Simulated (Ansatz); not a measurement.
**Energy profile**

The step: GaNH₄ ([NH2][GaH2]) + PH₃ → GaPH₄ ([PH2][GaH2]) + NH₃ (still joined by a long Ga–N bond); bonds formed: N2–H5; dative contacts that become bonds: Ga1–P6; bonds broken: H5–P6; bonds weakened to dative contacts: Ga1–N2 (atoms numbered as in the saddle structure below).

```
10
angstrom
Ga -0.9215 -0.6001 0.6121
N 0.1022 1.0568 0.9470
H -2.3755 -0.3082 0.1105
H -0.4691 -1.7756 1.5421
H 0.8129 0.7101 -0.3539
P 0.6090 -0.5241 -1.3472
H 0.6830 1.0610 1.7776
H -0.4311 1.9186 0.9405
H 1.7361 -1.3409 -1.5584
H 0.2538 -0.1976 -2.6703
```

Electronic energies by CCSD(T) at an estimated basis limit (MP2 extrapolated from triple and quadruple zeta, plus CCSD(T) − MP2 in triple zeta), on PBE0-D4/def2-TZVP structures; GaPNH₇, singlet; no counterpoise correction. Program: Ansatz 0.2.0. Basis: def2-TZVPP and def2-QZVPP. Cores are frozen in the correlated methods. Filled d shells of the heavier atoms are correlated. The def2 sets are not built for correlating such inner shells, so the correlated values are less sure here. Extrapolation: Hartree–Fock as exp(−7.88 √X), correlation as X^−2.97.

(1) Give the profile in kJ/mol, counted from the separated reactants. (To be estimated.)

The T1 diagnostic stays at or below 0.015. The end structure is not quite a true minimum (one mode of 63i cm⁻¹).

Results:

(1) Computed:
```
                                                                                                      point  kJ/mol
separated: GaNH₄ (linked as [NH2][GaH2]; Ga1, N2, H3, H4, H7, H8; singlet) + PH₃ (H5, P6, H9, H10; singlet)     0.0
                                                                                            start structure   -26.5
                                                                                                     saddle    61.4
                                                                                              end structure   -89.8
separated: GaPH₄ (linked as [PH2][GaH2]; Ga1, H3, H4, P6, H9, H10; singlet) + NH₃ (N2, H5, H7, H8; singlet)     6.2
```

For scale, one of the runs: CCSD(T)/def2-TZVPP, 219 basis functions, launched by `ansatz run in.yaml --threads 4 --pin off --events-out ev --progress --plain --max-ram 9574MiB`. Hardware: 4 CPU threads of an Arm Neoverse V1, shared host. Wall time 84 s; peak host memory 3.2 GiB.
